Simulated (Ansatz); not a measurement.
Reaction (ligand exchange at the Si–O bond): `CO[SiH](N)O[SiH3]` + `N=CCF` → `FC/C=N\[SiH3]` + `CO[SiH](N)O`

Computed with Ansatz on PBE0-D4/def2-TZVP structures; ΔE is electronic, products minus reactants. CCSD(T)/CBS adds triple-zeta CCSD(T) − MP2 to the extrapolated MP2 energy (def2 sets, frozen cores). Functionals use def2-TZVPP. Each species was taken in one conformer, which may not be the lowest.

```
             level  ΔE (kcal/mol)
         r2SCAN-D4           18.4
               PBE           16.7
            r2SCAN           18.2
SCS-MP2/def2-QZVPP           20.1
```

**Question.** What does CCSD(T)/CBS give? (An estimate is asked.)

**Answer.** Computed: +19.7 kcal/mol. The listed levels differ from it by -1.3, -3.0, -1.5, 0.4 kcal/mol.

Largest T1 diagnostic among the species: 0.013.

In def2-TZVPP, CCSD(T) changes the Hartree–Fock value by −2.2 kcal/mol (the triples alone add −0.5 kcal/mol) and MP2 by −2.9 kcal/mol. From PBE to PBE0 (25 % exact exchange), in def2-TZVPP and without D4, ΔE moves by +1.2 kcal/mol.
